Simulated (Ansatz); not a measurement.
One change: `ClB1CO1` becomes `OB1CO1`.

Ansatz, PBE0-D4/def2-TZVP geometries, multiplicity 1. Each molecule was computed in one conformer, which needn't be the lowest.

```csv
property,`ClB1CO1`
HOMO–LUMO gap (PBE/def2-TZVPP) / eV,5.77
size of the dipole moment (ωB97M-V/def2-TZVPP) / D,1.45
HOMO–LUMO gap (B3LYP/def2-TZVPP) / eV,7.74
LUMO energy (PBE0/def2-TZVPP) / eV,-0.20
HOMO energy (PBE0/def2-TZVPP) / eV,-8.40
LUMO energy (B3LYP/def2-TZVPP) / eV,-0.43
```

Q: What does the change do to each property? (Estimate.)

A: The calculation gave: 
```
                                          property  `OB1CO1`  shift
               HOMO–LUMO gap (PBE/def2-TZVPP) / eV      6.23   0.46
size of the dipole moment (ωB97M-V/def2-TZVPP) / D      2.99   1.54
             HOMO–LUMO gap (B3LYP/def2-TZVPP) / eV      7.91   0.17
                LUMO energy (PBE0/def2-TZVPP) / eV      0.42   0.62
                HOMO energy (PBE0/def2-TZVPP) / eV     -8.08   0.32
               LUMO energy (B3LYP/def2-TZVPP) / eV      0.04   0.47
```

With PBE0 the HOMO rises by 0.32 eV and the LUMO rises by 0.62 eV, so the gap widens by about 0.30 eV. PBE moves the HOMO by 0.35 eV and ωB97M-V by 0.26 eV. The zero-point energy changes by 36.0 kJ/mol with +3 modes. Dipoles are sizes alone; their direction can turn.

B3LYP here is the variant with VWN-RPA as its local correlation; programs differ in this.
